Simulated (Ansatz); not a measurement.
Species: C2H8GeN, net charge 0, doublet state. It need not be the lowest isomer of its formula. 
Coordinates optimised at B3LYP-D3(BJ)/def2-TZVP (Ansatz, a first-principles code):
```
N
C 1 1.4475
H 2 1.0896 1 110.47
H 2 1.0963 3 108.04 1 -120.29
H 2 1.0987 3 108.40 4 -116.12
C 1 1.4475 2 113.63 3 -179.49
H 6 1.0896 1 110.47 2 179.49
H 6 1.0963 7 108.04 1 120.29
H 6 1.0987 7 108.40 8 116.12
Ge 1 1.8610 2 120.63 3 25.64
H 10 1.5612 1 102.98 2 -46.81
H 10 1.5612 11 108.94 3 135.76
```
Charge 0, spin multiplicity 2.

Basis-set convergence of Hartree-Fock and CCSD(T) correlation energies (hartree) with Ansatz. Cores are frozen in the correlated levels unless marked. UHF or UKS for open shells. No spin-orbit coupling. Frozen are the shells of the preceding noble gas and the d and f shells that filled before the atom's block. No relativistic terms.

```csv
basis,functions,E(HF),"E(corr, CCSD(T))"
aug-cc-pVDZ,177,-2210.14429,-0.65266
aug-cc-pVTZ,381,?,?
```

Question: Some entries are withheld; supply them.

Answer: 
- aug-cc-pVTZ, E(HF): -2210.25270
- aug-cc-pVTZ, E(corr, CCSD(T)): -0.76254
